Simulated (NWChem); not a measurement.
Everything below was run with NWChem. System: H5InO3, charge 0, spin multiplicity 1, at a geometry optimised with PBE/def2-SVP with def2 effective core potentials on In. The structure started from a generated list of species. Level: MP2/def2-TZVP with def2 effective core potentials on In, 7 core orbitals frozen.

Job file:

```
start mol
memory heap 200 mb stack 800 mb global 1000 mb
geometry units angstroms nocenter noautoz
  In     0.448807    -0.182265     0.000000
  H      1.661877    -1.400566     0.000000
  O     -0.315503     0.896050     1.577102
  H      0.078518     0.655288     2.435862
  O     -0.315503     0.896050    -1.577102
  H      0.078518     0.655288    -2.435862
  O     -1.878338    -0.656133     0.000000
  H     -1.867842    -0.033382    -0.778088
  H     -1.867842    -0.033382     0.778088
  symmetry group Cs
end
basis spherical
  * library def2-tzvp
end
ecp
  In library def2-ecp
end
scf
  rhf
  nopen 0
  maxiter 100
  thresh 1e-7
  semidirect memsize 60000000 filesize 0
end
mp2
  freeze core 7
end
task mp2 energy
```

Output (cleaned and shortened):

```
             Northwest Computational Chemistry Package (NWChem) 7.3.0
             --------------------------------------------------------

                                NWChem Input Module
                                -------------------

 Scaling coordinates for geometry "geometry" by  1.889725989
 (inverse scale =  0.529177249)

 Turning off AUTOSYM since
 SYMMETRY directive was detected!

                             Geometry "geometry" -> ""
                             -------------------------

 Output coordinates in angstroms (scale by  1.889725989 to convert to a.u.)

  No.       Tag          Charge          X              Y              Z
 ---- ---------------- ---------- -------------- -------------- --------------
    1 In                  49.0000     0.44880700    -0.18226500     0.00000000
    2 H                    1.0000     1.66187700    -1.40056600     0.00000000
    3 O                    8.0000    -0.31550300     0.89605000     1.57710200
    4 H                    1.0000     0.07851800     0.65528800     2.43586200
    5 O                    8.0000    -0.31550300     0.89605000    -1.57710200
    6 H                    1.0000     0.07851800     0.65528800    -2.43586200
    7 O                    8.0000    -1.87833800    -0.65613300     0.00000000
    8 H                    1.0000    -1.86784200    -0.03338200    -0.77808800
    9 H                    1.0000    -1.86784200    -0.03338200     0.77808800

 Effective nuclear repulsion energy (a.u.)     415.1472203387

            Nuclear Dipole moment (a.u.)
            ----------------------------
        X                 Y               Z
 ---------------- ---------------- ----------------
     0.0000377945    -0.0000056692     0.0000000000

      Symmetry information
      --------------------

 Group name             Cs
 Group number              2
 Group order               2
 No. of unique centers     6

      Symmetry unique atoms

     1    2    3    4    7    8


 Summary of "ao basis" -> "" (spherical)
 ------------------------------------------------------------------------------
[...]
  Active beta occupied  =     18
  Active alpha virtual  =    148
  Active beta virtual   =    148
  Use MO symmetry       = T
  Use skeleton AO sym   = T

  AO/Fock/Back tols     =   1.0D-09  1.0D-09  1.0D-09

 GA uses MA = F    GA memory limited = T

 Available:
  local mem=  1.15D+08
 global mem=  1.31D+08
 local disk=  0.00D+00
  mp2_memr nvloc                   148
  nvloc new                   148
   1 passes of  18:        5242880                     194201                 128687215.
   1 passes of  18: M    114668627           G      131012142           F     109425747.
  mp2_memr nvloc                   148
  nvloc new                   148
   2 passes of   9:        5242880                     127628                  64369198.
   2 passes of   9: M    114668627           G      131012142           F     109425747.

 Semi-direct pass number   1 of   2  for RHF alpha+beta  at       22.7s
  vrange nnbf                 14202
  mp2_eaftype                   245  avail_ma_in_mb                   999
 EAF : mp2_eaftype filesize         245   32184599.
  mp2_eaf for mointskh                    245
Node 0 wrote    151.3 Mb in      0.1 s     Agg I/O rate:  2162.6 Mb/s
 Done moints_semi at       40.2s
  mp2_eaftype                   245  avail_ma_in_mb                   754
 EAF : mp2_eaftype filesize         245   32184599.
  mp2_eaf for kh                   245
 Done maket at       41.1s
 Semi-direct pass number   2 of   2  for RHF alpha+beta  at       41.1s
  vrange nnbf                 14202
  mp2_eaftype                   245  avail_ma_in_mb                   754
 EAF : mp2_eaftype filesize         245   32184599.
  mp2_eaf for mointskh                    245
Node 0 wrote    151.3 Mb in      0.1 s     Agg I/O rate:  2259.2 Mb/s
 Done moints_semi at       60.1s
  mp2_eaftype                   245  avail_ma_in_mb                   754
 EAF : mp2_eaftype filesize         245   32184599.
  mp2_eaf for kh                   245
 Done maket at       60.7s
 Done multipass loop at       60.7s

          -------------------------------------------
          SCF energy                -416.836255276855
          Correlation energy          -1.040523011560
          Singlet pairs               -0.606003148637
          Triplet pairs               -0.434519862923
          Total MP2 energy          -417.876778288415
          -------------------------------------------

          ---------------------------------------------------
                    Spin Component Scaled (SCS) MP2
          Same spin pairs                     -0.289679908615
          Same spin scaling factor             0.333333333333
          Opposite spin pairs                 -0.750843102945
          Opposite spin scaling fact.          1.200000000000
          SCS-MP2 correlation energy          -0.997571693072
          Total SCS-MP2 energy              -417.833826969927
          ---------------------------------------------------

 -----------------------
 Performance information
 -----------------------

 Timer overhead =  1.90D-07 seconds/call

               Nr. of calls         CPU time (s)                 Wall time (s)                GFlops
             ---------------    -------------------     ------------------------------   -------------------
Name         Min   Avg   Max    Min     Avg     Max     Min     Avg     Max   Mx/calls   Min     Max     Sum
mp2: moin     2     2     2    37.     37.     37.      37.     37.     37.     18.      0.0     0.0     0.0
mp2: make     2     2     2    1.5     1.5     1.5      1.5     1.5     1.5    0.76      0.0     0.0     0.0
mp2: tota     1     1     1    38.     38.     38.      38.     38.     38.     38.      0.0     0.0     0.0

 The average no. of pstat calls per process was 5.00D+00
 with a timing overhead of 9.49D-07s

 Task  times  cpu:       60.7s     wall:       60.7s

 Total times  cpu:       60.8s     wall:       60.8s
```
